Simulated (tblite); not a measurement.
Run record: tight-binding relaxation, `C#C[BH2-][N@@H+](C)[C@@H]1C[C@@H]1N`.

Computed with GFN2-xTB geometry optimisation, gas phase (tblite 0.8.0). Start geometry: from a force field or distance geometry. A driver script takes a list of jobs; this job's settings line and coordinates (Å) are shown.

Command:
```bash
OMP_NUM_THREADS=1 python probes_run.py task.json out
```

Input:
```
{"job": {"kind": "relax", "xc": "GFN2-xTB", "basis": "xTB"}, "charge": 0, "multiplicity": 1}
C      2.900900     1.241700     1.343200
C      2.118400     1.147700     0.399200
B      1.138800     1.028600    -0.765100
N      0.330300    -0.266500    -0.725700
C      1.231000    -1.424900    -0.727100
C     -0.393800    -0.330200     0.516400
C     -1.656100    -1.177600     0.426800
C     -1.714600     0.327800     0.700300
N     -2.339800     1.055300    -0.366800
H      3.564700     1.349800     2.176700
H      1.790400     1.079200    -1.761100
H      0.331100     1.920400    -0.776000
H     -0.290900    -0.359900    -1.551100
H      2.241000    -1.169500    -1.138300
H      1.275000    -1.785000     0.313200
H      0.771000    -2.261900    -1.312200
H      0.200700    -0.458800     1.437900
H     -1.855900    -1.871000     1.262100
H     -1.930900    -1.477400    -0.602200
H     -1.965000     0.661200     1.714200
H     -3.330300     0.712000    -0.424100
H     -2.426400     2.078400    -0.141100
```

**Question.** What does the run print?

**Answer.** 
```
step      E/eV     max force
  0    -718.91122    3.671
  1    -719.00447    8.241
  2    -719.29325    1.463
  3    -719.36982    0.748
  4    -719.42927    0.524
  5    -719.47527    0.587
  6    -719.49940    0.389
  7    -719.52254    0.271
  8    -719.53946    0.251
  9    -719.55452    0.270
... (104 lines left out)
114    -719.85460    0.027
115    -719.85464    0.016
116    -719.85468    0.027
117    -719.85472    0.034
118    -719.85477    0.023
119    -719.85481    0.018
120    -719.85484    0.020
121    -719.85487    0.026
122    -719.85488    0.016
123    -719.85489    0.005
```

«max force» is the largest atomic force in eV/Å.

**Question.** From which step on does the largest force stay under 0.1 eV/Å, and how much energy is left to gain from there?

**Answer.** From step 42 (0.092 eV/Å), 32.4 meV above the end.

Main results: energy lowered by 21.8 kcal/mol over 123 steps; largest atomic force 0.005 eV/Å at the end.

**Question.** Give the final coordinates.

**Answer.** 0.452 Å rms from the input after alignment:
```
atom  x, y, z in Å
C1     2.9667    0.9805    1.4766
C2     2.1984    1.0949    0.5594
B3     1.1873    1.2326   -0.6103
N4     0.2998   -0.1659   -0.6138
C5     1.1336   -1.3346   -0.8764
C6    -0.4517   -0.2934    0.6114
C7    -1.6087   -1.2503    0.6764
C8    -1.8585    0.2312    0.6002
N9    -2.3165    0.7277   -0.6681
H10    3.6499    0.8960    2.2740
H11    1.7153    1.2871   -1.6810
H12    0.4041    2.1201   -0.4299
H13   -0.3853   -0.0433   -1.3605
H14    1.6273   -1.2159   -1.8380
H15    1.8988   -1.3906   -0.1032
H16    0.5483   -2.2566   -0.8761
H17    0.1653   -0.1458    1.4881
H18   -1.8029   -1.7664    1.6031
H19   -1.8421   -1.8224   -0.2087
H20   -2.2141    0.7319    1.5006
H21   -3.3292    0.7209   -0.7179
H22   -1.9963    1.6818   -0.8069
```

Time: 0.96 s. Hardware: one thread, Arm Neoverse V1 (aarch64), on a shared host.
Labels such as C1 count atoms from 1, the log's own numbers from 0.
